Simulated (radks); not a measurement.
Task: The iridium ion Ir3+, 74 electrons, occupied as [Xe] 4f14 5d4 6s1 6p1 (not the ground configuration). All-electron calculation, Dirac Kohn-Sham, PBE, spin-unpolarised, spherical densities, finite nucleus; open shells are shared between the two j in proportion to 2j + 1; Fermi nuclear charge, rms radius 5.4032 fm. Program: a radial shooting solver on a logarithmic mesh with Libxc functionals. Some entries of the table are withheld. Estimate them.

orbital,occ.,eigenvalue (hartree),<1/r> (bohr^-1),<r^2> (bohr^2)
1s1/2,2,-2793.853,92.14,0.0004197
2s1/2,2,-489.6722,22.56,0.006361
2p1/2,2,(1),22.53,0.004517
2p3/2,4,(2),18.59,0.005710
3s1/2,2,(3),8.283,0.04139
3p1/2,2,(4),8.198,0.03783
3p3/2,4,(5),7.175,0.04431
3d3/2,4,-78.05743,(6),0.03412
3d5/2,6,-75.22699,(7),0.03589
4s1/2,2,-25.87651,3.495,0.2024
4p1/2,2,(8),3.385,0.2074
4p3/2,4,(9),3.030,0.2411
4d3/2,4,-12.53697,(10),0.2578
4d5/2,6,-11.96190,(11),0.2700
5s1/2,2,-5.08225,1.403,1.055
4f5/2,6,-3.86458,2.337,0.3431
5p1/2,2,-3.84808,1.283,1.238
4f7/2,8,-3.74964,2.304,0.3530
5p3/2,4,-3.32841,1.161,1.458
5d3/2,1.6,-1.63846,0.8931,2.423
5d5/2,2.4,-1.57866,0.8672,2.554
6s1/2,1,-1.29427,0.5617,5.879
6p1/2,0.333333,-0.99622,0.4873,7.713
6p3/2,0.666667,-0.91642,0.4517,8.857

Result: 
(1) 2p1/2 eigenvalue (hartree): -469.2599
(2) 2p3/2 eigenvalue (hartree): -409.4516
(3) 3s1/2 eigenvalue (hartree): -115.6913
(4) 3p1/2 eigenvalue (hartree): -106.5171
(5) 3p3/2 eigenvalue (hartree): -93.42101
(6) 3d3/2 <1/r> (bohr^-1): 7.072
(7) 3d5/2 <1/r> (bohr^-1): 6.835
(8) 4p1/2 eigenvalue (hartree): -21.99974
(9) 4p3/2 eigenvalue (hartree): -18.90244
(10) 4d3/2 <1/r> (bohr^-1): 2.822
(11) 4d5/2 <1/r> (bohr^-1): 2.739
